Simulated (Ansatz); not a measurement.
Isomers of C2H8Si. Gas-phase values, no solvent. Strings in code marks are SMILES.

Quantity: electronic energy of isomers of C2H8Si relative to `C[SiH2]C`, in kcal/mol.

Case: `CC[SiH3]`. Geometry of `[SiH3]CC` (neutral, multiplicity 1, Å):

```xyz
11

C     -1.4235     0.0899    -0.1836
C     -0.1031    -0.6294    -0.4860
Si     1.4188     0.3316     0.0619
H     -1.4721     1.0585    -0.6857
H     -1.5410     0.2710     0.8869
H     -2.2838    -0.4957    -0.5145
H     -0.0847    -1.6081     0.0031
H     -0.0162    -0.8260    -1.5588
H      2.6620    -0.4136    -0.2567
H      1.3748     0.5732     1.5262
H      1.4689     1.6487    -0.6215
```

Question: Estimate the electronic energy of isomers of C2H8Si relative to `C[SiH2]C` that frozen-core CCSD(T)/6-31g // B3LYP-D3(BJ)/def2-TZVP (Ansatz, an electronic-structure program) returns for this input.

Answer: 10.9 kcal/mol.
